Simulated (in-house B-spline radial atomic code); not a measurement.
Checks on a self-consistent run for Fe+, [Ar] 3d5 4s1 4d1. Computed with an all-electron radial atomic-structure program (B-spline basis): non-relativistic Hartree-Fock, spin-polarised, averaged over the determinants with the given up and down occupations, point nucleus.

```tsv
orbital	q	ε (Eh)	<1/r>	<r²>
1s up	1	-262.10923	25.5209	0.00468579
1s down	1	-262.10461	25.5208	0.00468565
2s up	1	-32.77886	5.48895	0.0853527
2s down	1	-32.60293	5.50764	0.0846221
2p up	3	-28.24973	5.41048	0.0688701
2p down	3	-28.08352	5.43323	0.0678795
3s up	1	-5.12729	1.73488	0.752351
3s down	1	-4.64460	1.712	0.766485
3p up	3	-3.72790	1.61057	0.842844
3p down	3	-3.15950	1.58154	0.865728
3d up	5	-1.43699	1.31863	1.18768
4s up	1	-0.74936	0.510607	7.1735
4d up	1	-0.22494	0.233786	31.306
```

Electron-electron repulsion V_ee = 464.6021 hartree, kinetic energy T = 1261.7909 hartree.

**Question.** What total energy follows from the eigenvalues?

**Answer.** The eigenvalues count the repulsion twice, so E = Σqε - V_ee = -797.189 - 464.602 = -1261.791 hartree; the run printed -1261.791.

**Question.** What is the virial ratio?

**Answer.** -V/T = (T - E)/T = 2.000000; at the Hartree-Fock limit it is 2.

**Question.** What diamagnetic shielding (Lamb formula) and susceptibility (Langevin formula) do the radii give?

**Answer.** σ = (α²/3)Σq<1/r> = 114.93/(3·137.036²) = 2040.1 ppm, and χ = -0.79199×10⁻⁶·Σq<r²> = -40.91×10⁻⁶ cm³/mol with Σq<r²> = 51.652 bohr². Both are non-relativistic formulas without the paramagnetism of open shells.
